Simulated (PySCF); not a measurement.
TeCl: from constants to spectrum

UHF-CCSD(T) constants of TeCl, ²Π (doublet), unpaired electrons π ↑ (basis Te def2-SVP with ECP28, Cl def2-SVP; scalar-relativistic core potentials; PySCF 2.14; masses 129.9062 and 34.9689 u):

* ωe: 369.0 cm⁻¹
* ωexe: 1.19 cm⁻¹
* Be: 0.10787 cm⁻¹
* αe: 0.000475 cm⁻¹
* D (centrifugal): 3.69e-08 cm⁻¹
* De to Te + Cl: 2.04 eV

Question: Give the vibrational terms G(v) and spacings up to v = 6.

Answer: G(v) = ωe(v+½) − ωexe(v+½)².

```csv
v,G(v) (cm⁻¹),G(v) − G(v−1),Bv (cm⁻¹)
0,184,,0.1076
1,551,367,0.1072
2,915,364,0.1067
3,1277,362,0.1062
4,1636,359,0.1057
5,1994,357,0.1053
6,2348,355,0.1048
```

Question: How well does the Morse estimate ωe²/(4ωexe) reproduce De, and what is D0?

Answer: It gives 3.55 eV, 174 % of the computed De. D0 = De − G(0) = 2.04 − 0.02 = 2.02 eV.

Correlated steps freeze 9 core orbitals. Correlated levels converge slowly with the basis: in double zeta they bind strong bonds too weakly, by up to about 1 eV, and carry superposition errors of some tenths. Spin–orbit coupling is left out, which matters for elements this heavy, above all for dissociation energies. The state was picked by a PBE0 search and need not be the measured ground state.
